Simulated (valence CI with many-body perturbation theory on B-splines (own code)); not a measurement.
**Nb36+: fill in the table**

Method: relativistic CI+MBPT: three valence electrons over a frozen Dirac-Fock core [He], radial functions for each j: 11 s, 11 p, 9 d, 7 f, 5 g, 2 h, 1 i, with the one-electron correlation potential Σ1, the two-electron term Σ2, the three-electron term Σ3, Breit, model QED; selected CI, second order for the rest (own B-spline code, finite nucleus).

The last digits are not significant, and no measured levels were compared; by estimate large intervals hold to a few tenths of a per cent, small ones and those within an open d or f shell to about a per cent.

| Level | E (× 10³ cm⁻¹) |
| --- | --- |
| (2s^2 2p1/2) J=1/2 | 0.00 |
| (2s 2p1/2^2) J=1/2 | 861.85 |
| (2s^2 2p3/2) J=3/2 | ? |
| (2s 2p1/2 2p3/2) J=3/2 [a] | 1488.9 |
| (2s 2p1/2 2p3/2) J=5/2 | 1668.5 |
| (2s 2p1/2 2p3/2) J=3/2 [b] | 1973.6 |
| (2s 2p1/2 2p3/2) J=1/2 | 2021.5 |
| (2s 2p3/2^2) J=5/2 | ? |
| (2s 2p3/2^2) J=1/2 | 2938.0 |
| (2s 2p3/2^2) J=3/2 | ? |
| (2p1/2^2 2p3/2) J=3/2 | ? |
| (2p1/2 2p3/2^2) J=3/2 | ? |
| (2p1/2 2p3/2^2) J=5/2 | 3779.8 |
| (2p1/2 2p3/2^2) J=1/2 | 4009.1 |
| (2p3/2^3) J=3/2 | 4735.0 |
| (2s^2 3s) J=1/2 | ? |
| (2s^2 3p1/2) J=1/2 | 22945 |
| (2s^2 3p3/2) J=3/2 | 23185 |
| (2s 2p1/2 3s) J=1/2 [a] | 23250 |
| (2s 2p1/2 3s) J=3/2 | 23368 |

Levels are named by their leading jj configuration (3d3/2^4 stands for four electrons in 3d with j = 3/2), which in mixed levels can hold well under half, so a name can repeat and another be missing. Letters in brackets count levels of one name in rising energy.

Question: The levels stand in rising order. What does the calculation give for the missing energies?

Answer: (2s^2 2p3/2) J=3/2 867.84; (2s 2p3/2^2) J=5/2 2512.0; (2s 2p3/2^2) J=3/2 2947.8; (2p1/2^2 2p3/2) J=3/2 2953.4; (2p1/2 2p3/2^2) J=3/2 3659.4; (2s^2 3s) J=1/2 22628.
